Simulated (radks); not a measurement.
The numbers below are computed, except where a source is named.
The iodine ion I20+, 33 electrons, occupied as [Ar] 3d10 4s2 4p3 (the NIST ground configuration). Code: a radial shooting solver on a logarithmic mesh with Libxc functionals. Model: scalar-relativistic Kohn-Sham, PBEsol, spin-polarised, spherical densities, finite nucleus; open shells are filled with parallel spins first (spin-orbit coupling, left out, can overturn this in heavy ions); Fermi nuclear charge, rms radius 4.75 fm.

Unscreened Slater integrals over Kohn-Sham orbitals (eV). They are taken over the spin-up orbitals. Empty in this configuration: 4d.

integral,value
"F0(4p,4p)",35.484
"F2(4p,4p)",18.711
"F0(4p,4s)",36.018
"G1(4p,4s)",24.575
"F0(4p,3d)",45.127
"F2(4p,3d)",12.434
"G1(4p,3d)",4.0986
"G3(4p,3d)",4.0838
"F0(4p,3p)",44.529
"F2(4p,3p)",13.191
"G0(4p,3p)",3.5376
"G2(4p,3p)",4.2766
"F0(4p,4d)",34.912
"F2(4p,4d)",18.104
"G1(4p,4d)",22.801
"G3(4p,4d)",14.537
"F0(4s,4s)",36.596
"F0(4s,3d)",46.092
"G2(4s,3d)",4.2254
"F0(4s,3p)",45.482
"G1(4s,3p)",4.3642
"F0(4s,4d)",35.424
"G2(4s,4d)",17.906
"F0(3d,3d)",87.152
"F2(3d,3d)",43.919
"F4(3d,3d)",28.135
"F0(3d,3p)",82.299
"F2(3d,3p)",39.769
"G1(3d,3p)",44.782
"G3(3d,3p)",29.097
"F0(3d,4d)",44.505
"F2(3d,4d)",12.260
"F4(3d,4d)",6.0382
"G0(3d,4d)",4.0755
"G2(3d,4d)",5.0071
"G4(3d,4d)",3.8952
"F0(3p,3p)",79.396
"F2(3p,3p)",39.993
"F0(3p,4d)",43.629
"F2(3p,4d)",12.288
"G1(3p,4d)",2.8804
"G3(3p,4d)",3.0614
"F0(4d,4d)",34.429
"F2(4d,4d)",17.721
"F4(4d,4d)",12.077

Derived for the open shells (J is the average intra-shell exchange parameter used in DFT+U). 4p: J = F2/5 = 3.742 eV.
